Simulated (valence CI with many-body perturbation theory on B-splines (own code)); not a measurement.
Er45+: E2, M1 decay

Calculated by valence CI with perturbative core correlation (CI+MBPT): five valence electrons over a frozen Dirac-Fock core [Ar], radial functions for each j: 7 s, 7 p, 8 d, 6 f, 4 g, 1 h, with the one-electron correlation potential Σ1 (screened to all orders), the two-electron term Σ2, the three-electron term Σ3, Breit, model QED; selected single and double excitations, second order for the rest (own B-spline code, finite nucleus).

No measured spectrum was set against this ion. As an estimate, large intervals hold to a few tenths of a per cent, small ones and those within an open d or f shell to about a per cent. Among the levels kept, up to 250 cm⁻¹ of a level comes from second order outside the variational space, and about a tenth of that is noise between levels of different J, which matters for small intervals. Only levels of the ground parity were solved; by the run's estimate the other parity begins above the list, which can be wrong where configurations are misplaced.

Lines 1 to 50 of 120 in falling wavelength, among levels below 1663100 cm⁻¹, chosen from the decays that carry over 1 % of a level's rate. Wavelengths and rates use the calculated energies. Electric multipoles are in the length gauge, E1 and E2 with the static RPA response of the core. S is in atomic units (e²a₀⁴ for E2 and M2, e²a₀⁶ for E3), for M1 in squared Bohr magnetons. Weak lines are less certain than strong ones. Lines between different terms over intervals too small for the method are left out, as are lines whose strength nearly cancels.

Levels are named by their leading jj configuration (3d3/2^4 stands for four electrons in 3d with j = 3/2), which in mixed levels can hold well under half, so a name can repeat and another be missing. Letters in brackets count levels of one name in rising energy.

```
λ vac (nm)                        Upper                        Lower  Type   A (s⁻¹)  S (a.u.)
     914.0     (3d3/2^3 3d5/2^2) J=11/2  (3d3/2^3 3d5/2^2) J=7/2 [a]    E2  4.02e-08  2.74e-05
     271.9      (3d3/2^3 3d5/2^2) J=9/2     (3d3/2^3 3d5/2^2) J=11/2    M1  4.59e+02  3.42e+00
     209.6      (3d3/2^3 3d5/2^2) J=9/2  (3d3/2^3 3d5/2^2) J=7/2 [a]    M1  1.13e+03  3.84e+00
     167.3  (3d3/2^3 3d5/2^2) J=5/2 [b]  (3d3/2^3 3d5/2^2) J=3/2 [a]    M1  1.79e+03  1.86e+00
     126.3      (3d3/2^3 3d5/2^2) J=1/2  (3d3/2^3 3d5/2^2) J=3/2 [a]    M1  1.24e+04  1.86e+00
     114.5  (3d3/2^3 3d5/2^2) J=7/2 [a]  (3d3/2^3 3d5/2^2) J=5/2 [a]    M1  6.52e+03  2.90e+00
     93.56  (3d3/2^3 3d5/2^2) J=7/2 [b]  (3d3/2^3 3d5/2^2) J=7/2 [a]    M1  2.83e+03  6.88e-01
     79.97  (3d3/2^3 3d5/2^2) J=3/2 [b]      (3d3/2^3 3d5/2^2) J=1/2    M1  2.62e+03  1.98e-01
     79.70  (3d3/2^2 3d5/2^3) J=7/2 [b]  (3d3/2^2 3d5/2^3) J=7/2 [a]    M1  4.82e+03  7.23e-01
     77.69  (3d3/2^2 3d5/2^3) J=1/2 [b]  (3d3/2^2 3d5/2^3) J=3/2 [a]    M1  2.17e+04  7.54e-01
     70.87  (3d3/2^2 3d5/2^3) J=9/2 [c]  (3d3/2^2 3d5/2^3) J=9/2 [b]    M1  1.94e+04  2.56e+00
     69.22  (3d3/2^3 3d5/2^2) J=3/2 [b]  (3d3/2^3 3d5/2^2) J=5/2 [b]    M1  7.82e+03  3.85e-01
     63.11  (3d3/2^3 3d5/2^2) J=5/2 [b]  (3d3/2^3 3d5/2^2) J=5/2 [a]    M1  3.87e+04  2.16e+00
     57.16  (3d3/2^2 3d5/2^3) J=3/2 [c]  (3d3/2^2 3d5/2^3) J=1/2 [b]    M1  1.29e+04  3.58e-01
     55.99  (3d3/2^2 3d5/2^3) J=1/2 [a]  (3d3/2^3 3d5/2^2) J=3/2 [b]    M1  5.60e+04  7.28e-01
     50.29  (3d3/2^2 3d5/2^3) J=5/2 [b]  (3d3/2^3 3d5/2^2) J=3/2 [b]    M1  3.96e+04  1.12e+00
     48.96  (3d3/2^3 3d5/2^2) J=3/2 [b]  (3d3/2^3 3d5/2^2) J=3/2 [a]    M1  2.05e+04  3.57e-01
     48.19  (3d3/2^2 3d5/2^3) J=3/2 [b]  (3d3/2^2 3d5/2^3) J=5/2 [a]    M1  1.21e+04  2.00e-01
     44.83  (3d3/2^2 3d5/2^3) J=3/2 [c]  (3d3/2^2 3d5/2^3) J=5/2 [c]    M1  2.99e+04  3.99e-01
     38.73  (3d3/2^2 3d5/2^3) J=9/2 [a]  (3d3/2^3 3d5/2^2) J=7/2 [b]    M1  7.68e+04  1.65e+00
     37.20  (3d3/2^2 3d5/2^3) J=5/2 [c]  (3d3/2^3 3d5/2^2) J=3/2 [b]    M1  2.14e+05  2.45e+00
     36.48  (3d3/2^2 3d5/2^3) J=7/2 [a]  (3d3/2^3 3d5/2^2) J=5/2 [b]    M1  1.63e+05  2.35e+00
     36.37  (3d3/2^2 3d5/2^3) J=5/2 [a]  (3d3/2^3 3d5/2^2) J=3/2 [a]    M1  2.34e+04  2.51e-01
     35.95  (3d3/2^2 3d5/2^3) J=3/2 [b]  (3d3/2^3 3d5/2^2) J=3/2 [b]    M1  7.66e+03  5.28e-02
     34.94  (3d3/2^2 3d5/2^3) J=5/2 [a]  (3d3/2^3 3d5/2^2) J=7/2 [a]    M1  1.55e+05  1.47e+00
     34.30  (3d3/2^3 3d5/2^2) J=5/2 [a]        (3d3/2^4 3d5/2) J=5/2    M1  8.85e+05  7.95e+00
     34.02    (3d3/2 3d5/2^4) J=5/2 [a]  (3d3/2^2 3d5/2^3) J=5/2 [b]    M1  3.16e+04  2.76e-01
     33.61  (3d3/2^2 3d5/2^3) J=7/2 [a]      (3d3/2^3 3d5/2^2) J=9/2    M1  2.60e+05  2.93e+00
     33.46    (3d3/2 3d5/2^4) J=7/2 [a]  (3d3/2^2 3d5/2^3) J=5/2 [c]    M1  1.47e+05  1.64e+00
     33.04     (3d3/2^2 3d5/2^3) J=11/2      (3d3/2^3 3d5/2^2) J=9/2    M1  1.03e+05  1.66e+00
     33.01  (3d3/2^3 3d5/2^2) J=3/2 [b]  (3d3/2^3 3d5/2^2) J=5/2 [a]    M1  1.72e+04  9.15e-02
     32.93  (3d3/2^2 3d5/2^3) J=1/2 [a]      (3d3/2^3 3d5/2^2) J=1/2    M1  4.56e+05  1.21e+00
     32.83    (3d3/2 3d5/2^4) J=5/2 [a]  (3d3/2^2 3d5/2^3) J=3/2 [a]    M1  1.07e+05  8.44e-01
     32.52  (3d3/2^2 3d5/2^3) J=5/2 [b]  (3d3/2^3 3d5/2^2) J=7/2 [b]    M1  1.08e+05  8.23e-01
     31.92  (3d3/2^2 3d5/2^3) J=3/2 [a]      (3d3/2^3 3d5/2^2) J=1/2    M1  8.35e+04  4.03e-01
     31.55  (3d3/2^2 3d5/2^3) J=1/2 [b]  (3d3/2^3 3d5/2^2) J=3/2 [b]    M1  1.35e+04  3.15e-02
     31.51  (3d3/2^2 3d5/2^3) J=9/2 [a]      (3d3/2^3 3d5/2^2) J=9/2    M1  7.49e+03  8.68e-02
     31.06  (3d3/2^2 3d5/2^3) J=5/2 [d]  (3d3/2^2 3d5/2^3) J=5/2 [b]    M1  5.24e+04  3.49e-01
     30.91    (3d3/2 3d5/2^4) J=3/2 [a]  (3d3/2^2 3d5/2^3) J=5/2 [c]    M1  2.03e+05  8.88e-01
     30.27    (3d3/2 3d5/2^4) J=7/2 [a]  (3d3/2^2 3d5/2^3) J=9/2 [b]    M1  1.60e+05  1.32e+00
     30.07  (3d3/2^2 3d5/2^3) J=5/2 [d]  (3d3/2^2 3d5/2^3) J=3/2 [a]    M1  1.09e+05  6.57e-01
     30.06  (3d3/2^2 3d5/2^3) J=3/2 [a]  (3d3/2^3 3d5/2^2) J=5/2 [b]    M1  3.46e+05  1.40e+00
     29.46     (3d3/2^2 3d5/2^3) J=11/2     (3d3/2^3 3d5/2^2) J=11/2    M1  6.46e+05  7.35e+00
     29.14       (3d3/2 3d5/2^4) J=11/2  (3d3/2^2 3d5/2^3) J=9/2 [b]    M1  1.48e+05  1.63e+00
     29.13  (3d3/2^2 3d5/2^3) J=5/2 [b]  (3d3/2^3 3d5/2^2) J=5/2 [b]    M1  4.34e+05  2.39e+00
     28.97  (3d3/2^2 3d5/2^3) J=7/2 [a]  (3d3/2^3 3d5/2^2) J=7/2 [a]    M1  3.93e+05  2.83e+00
     28.90  (3d3/2^2 3d5/2^3) J=9/2 [b]  (3d3/2^3 3d5/2^2) J=7/2 [b]    M1  1.20e+05  1.07e+00
     28.24  (3d3/2^2 3d5/2^3) J=9/2 [a]     (3d3/2^3 3d5/2^2) J=11/2    M1  2.61e+05  2.18e+00
     27.54    (3d3/2 3d5/2^4) J=5/2 [a]  (3d3/2^2 3d5/2^3) J=7/2 [a]    M1  5.18e+05  2.40e+00
     27.49  (3d3/2^2 3d5/2^3) J=7/2 [b]  (3d3/2^3 3d5/2^2) J=7/2 [b]    M1  1.26e+05  7.73e-01
```
